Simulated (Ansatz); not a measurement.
Reaction (formal exchange of groups at a Ga–C bond): `C=[CH][Ga]([OH])[SiH3]` + `[GaH3]` → `[OH][Ga]([SiH3])[GaH2]` + ethylene

Gas-phase electronic energies from Ansatz, PBE0-D4/def2-TZVP geometries. CCSD(T)/CBS adds triple-zeta CCSD(T) − MP2 to the extrapolated MP2 energy (def2 sets, frozen cores). This one scheme is used for every species. DFT in def2-TZVPP. B3LYP here is the variant with VWN-RPA as its local correlation; programs differ in this. HSE06 is defined as in plane-wave codes. For Ga outer-core shells are correlated without core-valence functions, which leaves a few kJ/mol of doubt a bond. Scalar relativity is left out up to krypton. One conformer a species, not always the lowest.

```
             level  ΔE (kJ/mol)  difference from CCSD(T)/CBS
            B97M-V        -39.8                          4.3
          B3LYP-D4        -49.9                         -5.8
        r2SCAN0-D4        -46.0                         -1.9
          HSE06-D4        -50.5                         -6.4
            B2PLYP        -46.1                         -2.0
               PBE        -56.1                        -12.0
            r2SCAN        -47.6                         -3.5
           r2SCAN0        -46.8                         -2.7
       HF/def2-SVP        -37.4                          6.7
      MP2/def2-SVP        -32.9                         11.2
     HF/def2-TZVPP        -41.2                          2.9
SCS-MP2/def2-TZVPP        -36.5                          7.6
CCSD(T)/def2-TZVPP        -40.9                          3.2
    MP2/def2-QZVPP        -37.1                          7.0
     MP2/CBS(def2)        -38.6                          5.5
    CCSD/CBS(def2)        -45.1                         -1.0
       CCSD(T)/CBS        -44.1                            0
```

**Question.** What do rigid-rotor, harmonic-oscillator terms from PBE0-D4/def2-TZVP frequencies (298.15 K, 1 bar) make of the CCSD(T)/CBS value? (Estimate.)

**Answer.** Computed: ΔZPE = +9.9 kJ/mol, ΔH = -33.7 kJ/mol, ΔS = 14 J/(mol·K), ΔG = -37.8 kJ/mol. Modes under 50 cm⁻¹ make the entropy rough.

Largest T1 diagnostic among the species: 0.015.

From BLYP to BHLYP (50 % exact exchange), in def2-TZVPP and without D4, ΔE moves by +9.0 kJ/mol. At CCSD(T), def2-SVP lies +4.2 kJ/mol from the extrapolated value and def2-TZVPP +3.2 kJ/mol.

CCSD(T)/CBS has its own doubt, a few kJ/mol and more with outer-core shells, so smaller differences from it don't rank the levels.
